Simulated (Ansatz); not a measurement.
Born–Oppenheimer molecular dynamics of C$_{4}$H$_{16}$N$_{2}$Si$_{2}$ (24 atoms, charge 0, multiplicity 1). It starts from a relaxed structure.

These are results of RKS PBE/STO-3G in Ansatz 0.2.0, not measurements.

| Item | Value |
| --- | --- |
| ensemble | NVE (Milne-controlled integrator) |
| time step | 0.5 fs |
| steps asked | 165 |
| starting velocities drawn for | 1500 K |
| seed | 3536 |

First frame:

```xyz
24
Properties=species:S:1:pos:R:3
Si 0.059 -0.200 -0.032
Si 0.216 -0.175 2.241
H -1.080 0.077 2.857
H 0.732 -1.424 2.781
H 1.109 0.891 2.672
N 1.574 -0.063 -0.986
C 2.606 -1.101 -0.635
H 2.111 -2.095 -0.617
H 3.401 -1.113 -1.411
H 3.104 -0.937 0.353
C 2.201 1.303 -0.972
H 3.015 1.343 -1.728
H 1.436 2.060 -1.243
H 2.649 1.599 0.011
H -0.739 0.942 -0.499
N -0.569 -1.800 -0.554
C -1.774 -2.302 0.188
H -1.575 -2.277 1.280
H -2.714 -1.725 -0.005
H -1.972 -3.357 -0.102
C -0.823 -1.864 -2.036
H -1.732 -1.301 -2.368
H 0.060 -1.442 -2.559
H -0.954 -2.923 -2.349
```

Task: How far do the bonds stretch over the last three quarters of this one trajectory? (Pairs bonded in most of those frames.)

Result: 
| bond | mean (Å) | spread (Å) | shortest | longest |
| --- | --- | --- | --- | --- |
| Si1–Si2 | 2.320 | 0.044 | 2.27 | 2.43 |
| Si1–N6 | 1.815 | 0.055 | 1.73 | 1.88 |
| Si1–H15 | 1.473 | 0.016 | 1.45 | 1.50 |
| Si1–N16 | 1.806 | 0.052 | 1.76 | 1.91 |
| Si2–H3 | 1.470 | 0.033 | 1.42 | 1.55 |
| Si2–H4 | 1.471 | 0.061 | 1.37 | 1.56 |
| Si2–H5 | 1.466 | 0.023 | 1.42 | 1.51 |
| N6–C7 | 1.516 | 0.039 | 1.44 | 1.57 |
| N6–C11 | 1.517 | 0.028 | 1.47 | 1.56 |
| C7–H8 | 1.120 | 0.048 | 1.03 | 1.20 |
| C7–H9 | 1.123 | 0.057 | 1.02 | 1.22 |
| C7–H10 | 1.124 | 0.022 | 1.09 | 1.18 |
| C11–H12 | 1.117 | 0.038 | 1.05 | 1.19 |
| C11–H13 | 1.127 | 0.053 | 1.04 | 1.23 |
| C11–H14 | 1.129 | 0.074 | 1.01 | 1.27 |
| N16–C17 | 1.517 | 0.063 | 1.41 | 1.63 |
| N16–C21 | 1.511 | 0.038 | 1.44 | 1.60 |
| C17–H18 | 1.117 | 0.026 | 1.07 | 1.16 |
| C17–H19 | 1.129 | 0.049 | 1.04 | 1.22 |
| C17–H20 | 1.121 | 0.051 | 1.04 | 1.21 |
| C21–H22 | 1.121 | 0.013 | 1.09 | 1.14 |
| C21–H23 | 1.112 | 0.023 | 1.08 | 1.15 |
| C21–H24 | 1.117 | 0.022 | 1.08 | 1.15 |

Mean temperature of the second half: 761 K. The conserved energy stayed within 0.12 meV per atom of its start (net change -0.014 meV per atom), so the integration is sound. Over the second half the temperature averaged 0.51 of the 1500 K drawn at the start: a run that starts near a minimum puts about half its kinetic energy into the potential. A run of 0.083 ps of so small a system gives no equilibrium averages. Limits of this set-up: minimal basis.

The run took 21 min on 1 thread of Arm Neoverse V2, with other jobs on the host, peak memory 0.14 GiB.
